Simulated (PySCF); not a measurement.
# Assignment exercise: FH₉OSi₄

Molfile (atoms numbered from 1):
```
FH9OSi4
     RDKit          3D

 15 14  0  0  0  0  0  0  0  0999 V2000
   -1.9980   -2.5689   -0.0820 F   0  0  0  0  0  0  0  0  0  0  0  0
   -1.2981   -1.2186   -0.6816 Si  0  0  1  0  0  4  0  0  0  0  0  0
   -2.5075    0.6003    0.1083 Si  0  0  0  0  0  4  0  0  0  0  0  0
    0.9293   -1.3943   -0.1341 Si  0  0  0  0  0  4  0  0  0  0  0  0
    1.4316    0.1322   -0.4030 O   0  0  0  0  0  0  0  0  0  0  0  0
    2.4010    1.4250   -0.3639 Si  0  0  0  0  0  4  0  0  0  0  0  0
   -1.5648   -1.4461   -2.1137 H   0  0  0  0  0  0  0  0  0  0  0  0
   -1.6532    1.4833    0.9123 H   0  0  0  0  0  0  0  0  0  0  0  0
   -3.6482    0.2369    0.9564 H   0  0  0  0  0  0  0  0  0  0  0  0
   -3.0540    1.4289   -0.9735 H   0  0  0  0  0  0  0  0  0  0  0  0
    1.7976   -2.2619   -0.9432 H   0  0  0  0  0  0  0  0  0  0  0  0
    1.2417   -1.7028    1.2691 H   0  0  0  0  0  0  0  0  0  0  0  0
    2.8654    1.6052    1.0098 H   0  0  0  0  0  0  0  0  0  0  0  0
    3.5155    1.1752   -1.2749 H   0  0  0  0  0  0  0  0  0  0  0  0
    1.5373    2.5137   -0.8137 H   0  0  0  0  0  0  0  0  0  0  0  0
  1  2  1  0
  2  3  1  0
  2  4  1  0
  4  5  1  0
  5  6  1  0
  2  7  1  6
  3  8  1  0
  3  9  1  0
  3 10  1  0
  4 11  1  0
  4 12  1  0
  6 13  1  0
  6 14  1  0
  6 15  1  0
M  END
```

Calculated, not measured (PySCF 2.14): geometry: GFN2-xTB, shielding tensors at PBE0/pcSseg-1 (GIAO). Averaged over atoms made equivalent by symmetry, fast rotation or ring inversion, no relativistic terms, single conformer, gas phase.

References, each an isolated molecule treated in the same way: $^{1}$H against TMS.

**Question.** Assign these signals to the numbered atoms. $^{1}$H NMR (600 MHz, computed): δ 6.23 (m, 1H), 5.68 (m, 1H), 5.61 (m, 1H), 4.99 (s, 3H), 3.68 (m, 3H).

**Answer.** 
```tsv
δ (ppm)	atoms	environment	reason
6.23	H7	hydrogen on a silicon bonded to F, 2 Si	–
5.68	H11	hydrogen on a silicon bonded to O, Si	–
5.61	H12	hydrogen on a silicon bonded to O, Si	–
4.99	H13/H14/H15	hydrogen on a silicon bonded to O	–
3.68	H8/H9/H10	hydrogen on a silicon bonded to Si	–
```

H11 and H12 lie closer than the usual error of such a calculation, so a measured spectrum could show them in the other order.

Multiplicities follow the n + 1 count of equivalent neighbours, as no J values were calculated; m marks all less simple cases, F and P coupling included.
